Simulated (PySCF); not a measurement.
1,1-dichloro-3-fluoropropa-1,2-diene (C3HCl2F), SMILES FC=C=C(Cl)Cl. Atoms are numbered in the order given.

```xyz
7

F     -3.0793    -0.4840     0.0000
C     -2.1588     0.4715     0.0000
C     -0.8715     0.2367     0.0000
C      0.4240     0.0689     0.0000
Cl     1.3513    -0.0525    -1.4516
Cl     1.3513    -0.0525     1.4516
H     -2.5918     1.4786     0.0000
```

Coordinates come from a PBE0-D3(BJ)/def2-SVP optimisation.

Method: SMD-PBE0/def2-SVP (PySCF).

Solvation free energies are E(SMD) − E(gas) at the gas-phase geometry, for 1 M in both phases. In vacuum the dipole moment is 1.28 D.

**Question.** Rank water, dimethylsulfoxide, acetonitrile by solvation free energy, most negative first.

**Answer.** acetonitrile (-2.9 kcal/mol), dimethylsulfoxide (-1.6 kcal/mol), water (1.4 kcal/mol)
